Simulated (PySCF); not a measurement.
CH₇ClOSi₂. Atoms are numbered in the order given.

```xyz
12

C      1.6436     0.3013    -2.4588
Si     0.4259    -0.6972    -1.4063
Si     0.1776     0.2683     0.7137
O     -0.2079     1.8790     0.4291
Cl    -1.3740    -0.7129     1.7327
H      1.7098    -0.1100    -3.4860
H      1.3079     1.3557    -2.5217
H      2.6581     0.2866    -2.0127
H      0.8923    -2.1188    -1.2248
H     -0.9391    -0.7299    -2.0421
H      1.3745     0.1621     1.6252
H     -0.2938     2.4380     1.2225
```
Charge 0, spin multiplicity 1.

Coordinates come from a PBE-D3(BJ)/def2-SVP optimisation. The structure was generated by enumeration; whether it is a known compound was not checked. The values are those of a single conformer.

The numbers are results of PBE-D3(BJ)/def2-SVP in PySCF 2.14.0, not measurements.

Frequencies are harmonic and unscaled.

Computed normal modes with their intensities:
```tsv
mode	ν (cm⁻¹)	IR (km/mol)	moving atoms (share of kinetic energy)
1	39	0.3	C 31 %, H 29 %, Si 20 %, Cl 11 %, O 10 %
2	72	0.1	Cl 24 %, C 22 %, Si 20 %, H 18 %, O 16 %
3	139	1.8	H 64 %, O 14 %, Si 14 %
4	162	2.1	H 31 %, Si 22 %, C 21 %, Cl 17 %, O 8 %
5	194	3.1	H 48 %, Si 28 %, O 21 %
6	228	13.5	H 35 %, Cl 22 %, Si 21 %, O 19 %
7	303	98.9	H 61 %, O 28 %
8	397	8.4	Si 50 %, H 39 %
9	440	9.2	H 55 %, Si 42 %
10	526	102.9	Si 55 %, Cl 36 %
11	586	32.8	H 92 %
12	646	33.4	H 86 %, C 13 %
13	683	67.7	C 39 %, Si 31 %, H 30 %
14	728	117.0	H 88 %
15	795	127.5	H 91 %
16	813	124.9	O 50 %, H 32 %, Si 17 %
17	845	131.5	H 74 %, Si 13 %, C 10 %
18	857	36.9	H 78 %, C 17 %
19	894	62.8	H 96 %
20	911	34.1	H 53 %, Si 28 %, O 17 %
21	1212	8.5	H 80 %, C 20 %
22	1384	6.6	H 96 %
23	1387	2.7	H 96 %
24	2129	128.3	H 97 %
25	2150	62.5	H 98 %
26	2159	102.5	H 96 %
27	2980	2.9	H 97 %
28	3083	1.4	H 91 %, C 9 %
29	3086	0.9	H 91 %, C 9 %
30	3741	76.4	H 94 %
```
